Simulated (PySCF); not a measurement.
From one molecule to another.

First species: C6H11N3.
InChI=1S/C6H11N3/c1-3-4-9-5-6(2)7-8-9/h5H,3-4H2,1-2H3

Second species: C8H7Cl3.
Atom-mapped SMILES: `[Cl:1][C:2]([Cl:3])([Cl:4])[CH:5]1[CH:6]=[CH:7][CH:8]=[CH:9][CH:10]=[CH:11]1` (hydrogens: H12 on C5; H13 on C6; H14 on C7; H15 on C8; H16 on C9; H17 on C10; H18 on C11)

Levels: PBE0/pcSseg-1 for dipole moment, HOMO energy, LUMO energy and HOMO–LUMO gap; GFN2-xTB for rotational constant A and rotational constant C. Geometries: GFN2-xTB. All species are isolated and taken at one optimised geometry, non-relativistic unless stated; the electronic structure was computed with PySCF and density fitting.

The conformers computed, where there is a choice (atom-mapped SMILES and torsion angles):
- `[CH3:1][CH2:2][CH2:3][n:4]1[cH:5][c:6]([CH3:7])[n:8][n:9]1`: C1–C2–C3–N4 64°, C2–C3–N4–C5 -96°
- `[Cl:1][C:2]([Cl:3])([Cl:4])[CH:5]1[CH:6]=[CH:7][CH:8]=[CH:9][CH:10]=[CH:11]1`: Cl1–C2–C5–C6 57°

Task: Which has the higher HOMO energy?

Result: The second: -6.71 eV against -7.07 eV, a difference of 0.36 eV.

Task: Which has the higher dipole moment?

Result: The first: 4.46 D against 2.29 D, a difference of 2.17 D.

Task: Which of the two has the higher LUMO energy, and by how much?

Result: The first: 0.10 eV against -1.66 eV, a difference of 1.76 eV.

Task: Which of the two has the higher rotational constant C, and by how much?

Result: The first: 0.914 GHz against 0.577 GHz, a difference of 0.337 GHz.

Task: Which of the two has the higher rotational constant A, and by how much?

Result: The first: 3.554 GHz against 1.151 GHz, a difference of 2.403 GHz.

Task: Which has the higher HOMO–LUMO gap?

Result: The first: 7.17 eV against 5.05 eV, a difference of 2.12 eV.

On the first: In atomic units the dipole is 1.75 e·bohr (1 au = 2.5417 D).

On the second: The dipole matches unit charges of opposite sign 0.48 Å apart (1 e·Å = 4.8032 D). A dipole of 2.29 D is allowed in Cs, and pure rotational transitions are dipole-allowed.
